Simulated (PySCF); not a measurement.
SrCl, SMILES [Cl][Sr], multiplicity 2. Atoms are numbered in the order given.

```xyz
2

Sr     0.0000     0.0000    -0.8047
Cl     0.0000     0.0000     1.7988
```
Charge 0, spin multiplicity 2.

Geometry: B3LYP-D3(BJ)/def2-TZVPD. The multiplicity is an assumed one; other spin states were not compared. The def2 effective core potentials stand for the cores of Sr; spin–orbit coupling is left out.

All values below come from PBE/def2-TZVPD (PySCF).

Mulliken values depend strongly on the basis, most of all with diffuse functions as here. ESP charges are fitted to the potential on shells at 1.4 to 2.0 van der Waals radii. Atomic charges (e):

```
atom  Mulliken  ESP fit  Mulliken spin
----  --------  -------  -------------
Sr1       0.72      ___           0.99
Cl2      -0.72      ___           0.01
```

Problem. What belongs in the gaps? (Estimate from the structure and the level; the computed values follow.)

Solution. 
- Sr1, ESP fit: 0.41
- Cl2, ESP fit: -0.41
